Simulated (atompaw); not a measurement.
## An all-electron radial function and its pseudo partner (H)

Columns: radius, all-electron u(r) and pseudo u(r) of the 1s shell (level -6.49 eV) of hydrogen in the configuration 1s1; PBE, scalar-relativistic, PAW (atompaw) scheme, atompaw 4.2.0.5.

| r (bohr) | all-electron | pseudo |
| --- | --- | --- |
| 0.054 | 0.0982 | 0.0605 |
| 0.108 | 0.1859 | 0.1204 |
| 0.162 | 0.2638 | 0.1791 |
| 0.215 | 0.3317 | 0.2351 |
| 0.269 | 0.3928 | 0.2901 |
| 0.323 | 0.4464 | 0.3424 |
| 0.377 | 0.4932 | 0.3918 |
| 0.431 | 0.5339 | 0.4378 |
| 0.485 | 0.5688 | 0.4803 |
| 0.538 | 0.5982 | 0.5183 |
| 0.592 | 0.6235 | 0.5532 |
| 0.646 | 0.6446 | 0.5840 |
| 0.700 | 0.6618 | 0.6108 |
| 0.754 | 0.6756 | 0.6335 |
| 0.808 | 0.6863 | 0.6525 |
| 0.862 | 0.6942 | 0.6676 |
| 0.915 | 0.6995 | 0.6791 |
| 0.969 | 0.7026 | 0.6876 |
| 1.023 | 0.7037 | 0.6932 |
| 1.077 | 0.7029 | 0.6960 |
| 1.131 | 0.7005 | 0.6964 |
| 1.185 | 0.6967 | 0.6945 |
| 1.238 | 0.6917 | 0.6908 |
| 1.292 | 0.6854 | 0.6851 |
| 1.346 | 0.6781 | 0.6781 |
| 1.400 | 0.6699 | 0.6699 |

(1) How many radial nodes do the two functions have?

(2) Is the pseudo-wave norm-conserving?

Answers

(1) The all-electron 1s function has n − l − 1 = 0; the pseudo-wave has 0.

(2) No, it belongs to a PAW set: the norm inside the radius is not constrained, and the difference is carried by the augmentation charge.
